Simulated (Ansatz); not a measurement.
HAlCl, SMILES `[AlH-][Cl]` (lower singlet) (charge -1, multiplicity 1). This singlet lies 1.12 eV below the relaxed triplet at the level frozen-core CCSD(T)/aug-cc-pVTZ // PBE0-D3(BJ)/def2-TZVPD (Ansatz, a program for electronic structure).

The numbers are results of frozen-core CCSD(T)/aug-cc-pVTZ // PBE0-D3(BJ)/def2-TZVPD (Ansatz), not measurements.

Ansatz 0.2 input:
```yaml
crystal:
  periodic: [false, false, false]
  atoms:
    - { symbol: Al, position_ang: [-0.327171, 0.85452, 0.0] }
    - { symbol: Cl, position_ang: [1.645201, -0.332634, 0.0] }
    - { symbol: H, position_ang: [-1.31803, -0.521886, 0.0] }
basis:
  gaussian: { orbitals: aug-cc-pVTZ }
correlation:
  method: ccsd_t
total_charge: -1
```

Output:

```
Functional definition: HF
713 factors; integrals over basis functions are off by at most 1.5e-3 eV
mean field evaluation 1: about -19104.0803 eV, gradient 1.2e1 eV
mean field evaluation 2: about -19104.0863 eV, gradient 1.2e1 eV
mean field evaluation 4: about -19104.7575 eV, gradient 1.3e0 eV
mean field evaluation 8: about -19104.7782 eV, gradient 4.9e-4 eV
mean field evaluation 16: about -19104.7523 eV, gradient 1.3e0 eV
mean field evaluation 32: about -19099.1294 eV, gradient 1.3e1 eV
mean field -19104.77824445 eV, -702.0876507997 hartree, gradient 2.1e-6 eV, S^2 0.000000; 0 other end points of the search recorded, 0 dependent functions left out; unrestricted orbitals would lower it
10 core orbitals not correlated
reference -19104.77824445 eV, -702.0876507997 hartree; 6, 6 occupied and 107, 107 virtual orbitals, 713 factors
second order -7.63397838 eV of doubles, -0.00000000 eV of singles
cycle   1  -8.20247026 eV  change   -5.7e-1 eV  update   7.3e-2
cycle   2  -8.46006379 eV  change   -2.6e-1 eV  update   2.9e-2
cycle   3  -8.49105658 eV  change   -3.1e-2 eV  update   1.3e-2
cycle   4  -8.48401250 eV  change    7.0e-3 eV  update   5.3e-3
cycle   5  -8.48377530 eV  change    2.4e-4 eV  update   1.9e-3
cycle   6  -8.48423469 eV  change   -4.6e-4 eV  update   8.2e-4
cycle   7  -8.48422376 eV  change    1.1e-5 eV  update   3.2e-4
cycle   8  -8.48423802 eV  change   -1.4e-5 eV  update   1.3e-4
cycle   9  -8.48425026 eV  change   -1.2e-5 eV  update   5.0e-5
cycle  10  -8.48422795 eV  change    2.2e-5 eV  update   2.1e-5
cycle  11  -8.48422897 eV  change   -1.0e-6 eV  update   9.5e-6
perturbative correction -0.35772898 eV, -0.0131462977 hartree
Total energy: -19113.62020240 eV, -702.4125867611 hartree
```
